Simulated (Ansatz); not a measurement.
F₂H₄OSSi₂, SMILES `O[SiH](F)S[SiH2]F`. Total charge 0; spin multiplicity 1. All single points use the PBE0-D4/def2-TZVP geometry. It is one conformer, not always the lowest.

```xyz
10

O    -1.926    0.596    1.861
Si   -0.905   -0.312    0.987
F    -1.520   -0.678   -0.438
S     0.897    0.773    0.655
Si    1.432    0.074   -1.281
F     1.654   -1.506   -1.265
H    -2.042    1.519    1.629
H    -0.705   -1.564    1.727
H     2.720    0.732   -1.587
H     0.394    0.366   -2.288
```

Q: What is the dipole moment at r2SCAN/def2-TZVPP? (Best estimate.)

A: Computed: 1.92 D, with components (-0.21, 1.91, -0.08) D in this frame, pointing from negative to positive charge.

Q: And with PBE, B3LYP, ωB97M-V? (Best estimate.)

A: Ansatz gave: PBE 1.89 D, B3LYP 1.97 D, ωB97M-V 1.96 D.

Q: Give the Mulliken charges with r2SCAN, ωB97M-V, B3LYP in def2-TZVPP. (Estimate.)

A: Computed: 
```json
{"atom": "O1", "r2SCAN": "-0.39", "ωB97M-V": "-0.36", "B3LYP": "-0.37"}
{"atom": "Si2", "r2SCAN": "0.74", "ωB97M-V": "0.65", "B3LYP": "0.73"}
{"atom": "F3", "r2SCAN": "-0.30", "ωB97M-V": "-0.29", "B3LYP": "-0.30"}
{"atom": "S4", "r2SCAN": "-0.35", "ωB97M-V": "-0.30", "B3LYP": "-0.34"}
{"atom": "Si5", "r2SCAN": "0.61", "ωB97M-V": "0.48", "B3LYP": "0.59"}
{"atom": "F6", "r2SCAN": "-0.31", "ωB97M-V": "-0.30", "B3LYP": "-0.31"}
{"atom": "H7", "r2SCAN": "0.21", "ωB97M-V": "0.19", "B3LYP": "0.19"}
{"atom": "H8", "r2SCAN": "-0.07", "ωB97M-V": "-0.03", "B3LYP": "-0.07"}
{"atom": "H9", "r2SCAN": "-0.07", "ωB97M-V": "-0.02", "B3LYP": "-0.06"}
{"atom": "H10", "r2SCAN": "-0.06", "ωB97M-V": "-0.02", "B3LYP": "-0.06"}
```

B3LYP here is the variant with VWN-RPA as its local correlation; programs differ in this.
